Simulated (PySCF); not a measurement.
## Structure from NMR data

The spectra below were simulated for a compound C$_{6}$H$_{13}$N.

¹H NMR (400 MHz, computed): δ 2.46 (m, 1H), 2.21 (m, 1H), 2.20 (m, 1H), 2.15 (m, 1H), 1.95 (m, 1H), 1.81 (m, 1H), 1.76 (m, 1H), 1.66 (m, 1H), 0.90 (d, 3H), 0.21 (br s, 2H).

¹³C{¹H} NMR (computed): δ 60.2, 42.9, 27.4, 27.2, 26.7, 16.3.

Computed data (PySCF 2.14.0 with density-fitted response routines): coordinates at the GFN2-xTB level, NMR shieldings at PBE0/pcSseg-1/GIAO. Non-relativistic Hamiltonian, one computed conformer, gas phase, averaged over atoms made equivalent by symmetry, fast rotation or ring inversion.

Chemical shifts δ = σref − σ; ¹H (σref 31.72), ¹³C (σref 186.93) vs TMS, all at this level.

Q: Which candidate is it?
A. C[C@@H](N)C1CCC1
B. CC/C=N\CCC
C. C=CCC(C)(C)N

A: A. 

The formula gives 1 degree of unsaturation (1 ring in the answer). 6 carbon signals for 6 carbons: no two carbons are equivalent. Carbon types of the structure: 2 × CH, 3 × CH2, 1 × CH3, leaving 2 H on heteroatoms. δC 60.2: sp3 CH bonded to N; deshielded by the electronegative neighbour. δC 42.9: sp3 CH in a ring; a saturated carbon with 3 carbon neighbours and no heteroatom attached. δC 27.4, 26.7, 16.3: sp3 CH2 in a ring; saturated and bonded to C and H only. δH 2.46: hydrogen on an sp3 CH bonded to N; its carbon carries N, hence the downfield position. δH 0.21: hydrogen on an amine nitrogen; labile proton, position sensitive to the medium.

The others: C=CCC(C)(C)N would give 5 carbon signals, not 6; CC/C=N\CCC would give 6 signals for carbon-bound and other non-exchanging H, not 9.

OH/NH shifts are gas-phase values; hydrogen bonding in solution moves them, usually downfield. Shifts are as computed. Against solution values, carbons near 30 ppm lie about +3 ppm off and those near 130 ppm about +5 ppm. Of 1211 compounds with measured shifts, 218 miss one by over three times the rms of a fit or turn the order of signals round; such compounds aren't used in these exercises. Multiplicities follow the n + 1 count of equivalent neighbours, as no J values were calculated; m marks all less simple cases, F and P coupling included.
